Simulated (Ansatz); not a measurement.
Si2Ni (the lowest singlet isomer of a short search), 3 atoms. Hardware: 4 threads of Arm Neoverse V1 on a shared host.

The 6-31G sets use Cartesian d functions. Correlated methods freeze 15 core orbitals; core or outer-core shells of Ni are correlated, in sets that lack core-valence functions.

Task: How many basis functions does each of these Ansatz runs have, and roughly what does it cost? r2SCAN0-D4/def2-TZVP, charge 0 singlet, energy, from earlier orbitals; r2SCAN-D4/def2-TZVP, charge 0 triplet, relaxation, 4 steps; PBE-D4/def2-TZVPD, charge 0 singlet, energy, from earlier orbitals; r2SCAN-D4/def2-TZVP, charge 0 quintet, relaxation, 5 steps; PBE0-D4/def2-TZVP, charge 0 quintet, energy, from earlier orbitals; PBE-D4/def2-TZVP, charge 0 singlet, energy, from earlier orbitals; PBE-D4/def2-TZVP, charge 0 quintet, energy, from earlier orbitals; B3LYP-D4/6-31G, charge 0 quintet, energy; PBE0-D4/def2-TZVPD, charge -1 doublet at the geometry of the charge 0 singlet, energy; RPA@PBE/def2-TZVP, charge 0 triplet, energy, from earlier orbitals; MP2/def2-TZVP, charge 0 triplet, energy, from earlier orbitals; PBE-D4/def2-TZVP, charge 0 unrestricted singlet, energy, from earlier orbitals.

Result: Other jobs shared the machine, so times can vary by a factor of up to 3. A dash marks memory too small to be measured apart from the calling script's.

```tsv
run	functions	fitting or Cholesky vectors	wall time	peak host memory (GiB)
PBE-D4/def2-TZVP, charge 0 quintet, energy, from earlier orbitals	119	951	1.8 s	–
B3LYP-D4/6-31G, charge 0 quintet, energy	55	554	2 s	–
PBE-D4/def2-TZVP, charge 0 singlet, energy, from earlier orbitals	119	951	2.3 s	–
RPA@PBE/def2-TZVP, charge 0 triplet, energy, from earlier orbitals	119	879	2.6 s	–
PBE-D4/def2-TZVPD, charge 0 singlet, energy, from earlier orbitals	134	1012	2.8 s	–
PBE-D4/def2-TZVP, charge 0 unrestricted singlet, energy, from earlier orbitals	119	951	3.4 s	–
MP2/def2-TZVP, charge 0 triplet, energy, from earlier orbitals	119	879	6.5 s	–
r2SCAN0-D4/def2-TZVP, charge 0 singlet, energy, from earlier orbitals	119	1074	7 s	–
PBE0-D4/def2-TZVP, charge 0 quintet, energy, from earlier orbitals	119	880	7.5 s	–
r2SCAN-D4/def2-TZVP, charge 0 triplet, relaxation, 4 steps	119	951	10 s	–
r2SCAN-D4/def2-TZVP, charge 0 quintet, relaxation, 5 steps	119	951	15 s	–
PBE0-D4/def2-TZVPD, charge -1 doublet at the geometry of the charge 0 singlet, energy	134	1161	17 s	0.65
```
